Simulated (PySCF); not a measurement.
**SMILES FCC1=CCCC1, C$_{6}$H$_{9}$F**

Molfile (atoms numbered from 1):
```
C6H9F
     RDKit          3D

 16 16  0  0  0  0  0  0  0  0999 V2000
    2.5194    1.5900   -0.6884 F   0  0  0  0  0  0  0  0  0  0  0  0
    2.1583    0.3825   -0.1445 C   0  0  0  0  0  0  0  0  0  0  0  0
    0.6765    0.2258   -0.0731 C   0  0  0  0  0  0  0  0  0  0  0  0
   -0.2566    1.0678   -0.4894 C   0  0  0  0  0  0  0  0  0  0  0  0
   -1.6379    0.5591   -0.2101 C   0  0  0  0  0  0  0  0  0  0  0  0
   -1.4070   -0.9102    0.1843 C   0  0  0  0  0  0  0  0  0  0  0  0
    0.0799   -1.0004    0.5654 C   0  0  0  0  0  0  0  0  0  0  0  0
    2.6088   -0.3954   -0.7753 H   0  0  0  0  0  0  0  0  0  0  0  0
    2.6084    0.3382    0.8561 H   0  0  0  0  0  0  0  0  0  0  0  0
   -0.0815    2.0228   -0.9518 H   0  0  0  0  0  0  0  0  0  0  0  0
   -2.0840    1.1297    0.6096 H   0  0  0  0  0  0  0  0  0  0  0  0
   -2.2945    0.6579   -1.0752 H   0  0  0  0  0  0  0  0  0  0  0  0
   -1.6038   -1.5547   -0.6730 H   0  0  0  0  0  0  0  0  0  0  0  0
   -2.0584   -1.2251    0.9974 H   0  0  0  0  0  0  0  0  0  0  0  0
    0.2187   -0.9598    1.6494 H   0  0  0  0  0  0  0  0  0  0  0  0
    0.5463   -1.9192    0.2074 H   0  0  0  0  0  0  0  0  0  0  0  0
  1  2  1  0
  2  3  1  0
  3  4  2  0
  4  5  1  0
  5  6  1  0
  6  7  1  0
  7  3  1  0
  2  8  1  0
  2  9  1  0
  4 10  1  0
  5 11  1  0
  5 12  1  0
  6 13  1  0
  6 14  1  0
  7 15  1  0
  7 16  1  0
M  END
```

Computed, not measured: PySCF 2.14.0, GIAO BHandHLYP/pcSseg-1 magnetisability, rotational g tensor and spin-rotation constants, non-relativistic, gas phase. Geometry: GFN2-xTB.

**Question.** Give the nuclear spin-rotation constants along the inertial axes (H = +C I·J) beside the isotropic shieldings.

**Answer.** Rotational constants 6.1734, 1.7137, 1.3937 GHz. A star marks the isotopologue with that one atom substituted, in its own axes.
| atom | isotope | Caa (kHz) | Cbb (kHz) | Ccc (kHz) | mean (kHz) | σ (ppm) |
| --- | --- | --- | --- | --- | --- | --- |
| F1 | 19F | 0.435 | 0.538 | 0.309 | 0.427 | 437.3 |
| H8 | 1H | -0.543 | -0.104 | 0.023 | -0.208 | 26.7 |
| H9 | 1H | -0.530 | -0.101 | 0.016 | -0.205 | 26.8 |
| H10 | 1H | -0.251 | 0.070 | -0.161 | -0.114 | 25.9 |
| H11 | 1H | -0.571 | -0.156 | 0.014 | -0.238 | 29.4 |
| H12 | 1H | -0.488 | -0.091 | -0.060 | -0.213 | 29.4 |
| H13 | 1H | -0.557 | -0.190 | 0.023 | -0.241 | 30.0 |
| H14 | 1H | -0.119 | -0.171 | -0.089 | -0.127 | 29.9 |
| H15 | 1H | -0.662 | -0.140 | 0.011 | -0.264 | 29.6 |
| H16 | 1H | -0.662 | -0.042 | -0.076 | -0.260 | 29.9 |
| C2 | 13C* | 1.440 | 0.367 | 0.382 | 0.730 | 102.2 |
| C3 | 13C* | 3.078 | 0.586 | 0.264 | 1.309 | 37.7 |
| C4 | 13C* | 2.825 | 0.588 | 0.212 | 1.208 | 53.3 |
| C5 | 13C* | 0.904 | 0.286 | 0.265 | 0.485 | 151.1 |
| C6 | 13C* | 0.880 | 0.235 | 0.248 | 0.455 | 161.1 |
| C7 | 13C* | 0.904 | 0.279 | 0.262 | 0.482 | 152.7 |

For the geometry as given, no vibrational averaging.

**Question.** How do the rotational constants and the g tensor change when H8, H9, H10, H11, H12, H13, H14, H15, H16 are replaced by deuterium?

**Answer.** Constants 4.6830, 1.5134, 1.2186 GHz; g -0.0266, -0.0118, -0.0044, against -0.0344, -0.0134, -0.0049 before.
